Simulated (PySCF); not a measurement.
These 2 structures share the formula C3H12N2Si. Theory: PBE0-D3(BJ)/def2-SVP geometry optimisation, gas phase in PySCF. One conformer each; no zero-point energy, no entropy. No frequencies were run at this level. Point groups hold within 0.08 Å.

Question: Order them by energy at this level, lowest first, and give relative energies in kJ/mol.
A. `[CH3:1][CH:2]([CH3:3])[NH:4][SiH2:5][NH2:6]` with C1–C2–N4–Si5 70°, C2–N4–Si5–N6 -156°, N4–Si5–N6–H -154° and 60°
B. `[CH3:1][CH2:2][CH2:3][SiH:4]([NH2:5])[NH2:6]` with C1–C2–C3–Si4 -176°, C2–C3–Si4–N5 -62°, C3–Si4–N5–H 35° and 178°, C3–Si4–N6–H 60° and -88°

Answer: B (0.0), A (52.4).

As drawn, the lower has an Si–C bond, which the higher lacks.

```
       SMILES      E (Eh)  E rel (kJ/mol)  dipole (D)  point group     A, B, C (MHz)
 CCC[SiH](N)N  -519.95939             0.0        0.51           C1  5574, 1316, 1147
CC(C)N[SiH2]N  -519.93942            52.4        1.03           C1  5394, 1477, 1340
```

How do the relative energies change in single points at PBE0/pcSseg-1 (no added dispersion term) on the same geometries?

```json
{"SMILES": "CCC[SiH](N)N", "PBE0-D3(BJ)/def2-SVP (kJ/mol)": "0.0", "PBE0/pcSseg-1 (kJ/mol)": "0.0", "shift": "0.0"}
{"SMILES": "CC(C)N[SiH2]N", "PBE0-D3(BJ)/def2-SVP (kJ/mol)": "52.4", "PBE0/pcSseg-1 (kJ/mol)": "59.2", "shift": "+6.8"}
```

Each column counts from its own lowest isomer. The order is unchanged; the largest shift is 6.8 kJ/mol.
